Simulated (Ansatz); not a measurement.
AlB₂H₈NSi, 13 atoms. Total charge 0; spin multiplicity 1. The bonds changed during the relaxation, so this is another structure than the one it started from. All runs use 4 threads of an Arm Neoverse V2 on a shared host. Correlated methods freeze the cores.

(1) Give the basis size and wall time and peak host memory of each of these runs in Ansatz. RKS ωB97M-V/def2-SVP energy; RHF-CCSD(T)/def2-SVP energy; RKS PBE0-D4/def2-TZVPP energy; RKS PBE0-D4/def2-TZVP frequencies; RKS PBE0-D4/def2-TZVP relaxation (12 steps); direct RPA on PBE orbitals/def2-TZVPP energy; RHF-CCSD(T)/def2-TZVPP energy; RKS PBE0-D4/def2-QZVPP energy; RKS ωB97X-V/def2-TZVPP energy; RKS BLYP-D4/def2-TZVPP energy; RKS B97M-V/def2-TZVPP energy; RKS PBE0-D4/def2-SVP energy. (Estimate.)

## Answers

(1) Computed: Other jobs shared the machine, so times are rough.

```
                                level                    job  functions  wall time  peak host memory (GiB)
                 RKS PBE0-D4/def2-SVP                 energy        118      1.2 s                    0.28
               RKS BLYP-D4/def2-TZVPP                 energy        289      2.9 s                    0.42
               RKS PBE0-D4/def2-TZVPP                 energy        289      3.9 s                     0.8
                 RKS ωB97M-V/def2-SVP                 energy        118        5 s                     0.4
                 RHF-CCSD(T)/def2-SVP                 energy        118      5.5 s                    0.58
direct RPA on PBE orbitals/def2-TZVPP                 energy        289      9.5 s                    0.88
               RKS ωB97X-V/def2-TZVPP                 energy        289       11 s                    0.99
                RKS B97M-V/def2-TZVPP                 energy        289       11 s                    0.53
               RKS PBE0-D4/def2-QZVPP                 energy        551       12 s                     2.4
                RKS PBE0-D4/def2-TZVP  relaxation (12 steps)        215       51 s                    0.61
                RKS PBE0-D4/def2-TZVP            frequencies        215    3.2 min                    0.62
               RHF-CCSD(T)/def2-TZVPP                 energy        289    3.2 min                     8.4
```
